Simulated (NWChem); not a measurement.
CH$_{6}$InN; SMILES [NH2][InH][CH3]

```xyz
9

In    -0.2853     0.0216     0.0000
H     -1.9891     0.3089     0.0000
C      0.7953    -1.8461     0.0000
H      0.5315    -2.4364     0.8900
H      1.8797    -1.6673     0.0000
H      0.5315    -2.4364    -0.8900
N      0.8456     1.6993     0.0000
H      1.8589     1.7105     0.0000
H      0.4751     2.6424     0.0000
```
Atoms are numbered in this order, from 1.

Computed with NWChem. Structure relaxed at the PBE0/def2-SVP level. def2 effective core potentials on In; no spin-orbit coupling. B3LYP is NWChem's, with the RPA form of VWN correlation. Ions are spin-unrestricted doublets at the neutral geometry; other ion states weren't tried.

Q: Among these, which level gives the highest value of “−ε(HOMO) (eV)”?
A) B3LYP/def2-SVP
B) PBE/def2-SVP
C) r2SCAN/def2-SVP

A: A, B3LYP/def2-SVP. Values: PBE/def2-SVP 5.23; r2SCAN/def2-SVP 5.47; B3LYP/def2-SVP 6.29
